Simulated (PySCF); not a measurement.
## Electron correlation in P²⁺ (phosphorus, charge +2)

[Ne] 3s2 3p1, 2P determinant. All numbers are calculated (PySCF 2.14, scalar relativity by spin-free X2C-1e, in Sapporo-DZP-2012). Frozen: [Ne]; 3 electrons correlated.

MP2 pair energies summed by pair of shells (mhartree):

```json
{"pair": "3s-3s", "energy": "-21.27", "share (%)": "56.9"}
{"pair": "3s-3p", "energy": "-16.09", "share (%)": "43.1"}
```

Total MP2 correlation energy: -37.36 mhartree.

Same-spin part -2.33 and opposite-spin part -35.03 mhartree; SCS-MP2 scales them by 1/3 and 6/5 to -42.82 mhartree.

```tsv
level	correlation energy (mhartree)
CCSD	-57.47
(T)	-0.61
CCSD(T)	-58.08
```

Diagnostics: T1 = 0.011, D1 = 0.0266, largest double amplitude 0.110.

Cost of the coupled-cluster step: 0.12 s of wall time on 1 thread of Neoverse-V2 (shared host), for 3 correlated electrons.

Iterations:

```
CC2 = 0
CCSD nocc = (np.int64(2), np.int64(1)), nmo = (22, 22)
frozen orbitals [[0, 1, 2, 3, 4], [0, 1, 2, 3, 4]]
max_cycle = 100
direct = 0
conv_tol = 1e-08
conv_tol_normt = 1e-06
diis_space = 8
diis_start_cycle = 0
Init t2, MP2 energy = -0.0373629847611787
Init E_corr(UCCSD) = -0.0373629847623029
cycle = 1  E_corr(UCCSD) = -0.0498221131042445  dE = -0.0124591283  norm(t1,t2) = 0.0548495
cycle = 2  E_corr(UCCSD) = -0.0543361416542072  dE = -0.00451402855  norm(t1,t2) = 0.0230936
cycle = 3  E_corr(UCCSD) = -0.0574726485647781  dE = -0.00313650691  norm(t1,t2) = 0.0104525
cycle = 4  E_corr(UCCSD) = -0.0574524669402289  dE = 2.01816245e-05  norm(t1,t2) = 0.00130962
cycle = 5  E_corr(UCCSD) = -0.0574796140109132  dE = -2.71470707e-05  norm(t1,t2) = 0.000157133
cycle = 6  E_corr(UCCSD) = -0.0574700462422433  dE = 9.56776867e-06  norm(t1,t2) = 3.13216e-05
cycle = 7  E_corr(UCCSD) = -0.0574751491279346  dE = -5.10288569e-06  norm(t1,t2) = 1.21729e-05
cycle = 8  E_corr(UCCSD) = -0.0574737963715164  dE = 1.35275642e-06  norm(t1,t2) = 3.86561e-06
cycle = 9  E_corr(UCCSD) = -0.0574738682397843  dE = -7.18682679e-08  norm(t1,t2) = 3.20101e-07
cycle = 10  E_corr(UCCSD) = -0.0574738816678793  dE = -1.3428095e-08  norm(t1,t2) = 5.34504e-08
cycle = 11  E_corr(UCCSD) = -0.0574738801209088  dE = 1.54697055e-09  norm(t1,t2) = 2.09328e-08
UCCSD converged
E(UCCSD) = -340.4011305151652  E_corr = -0.05747388012090876
UCCSD(T) correction = -0.000614159405981162
```
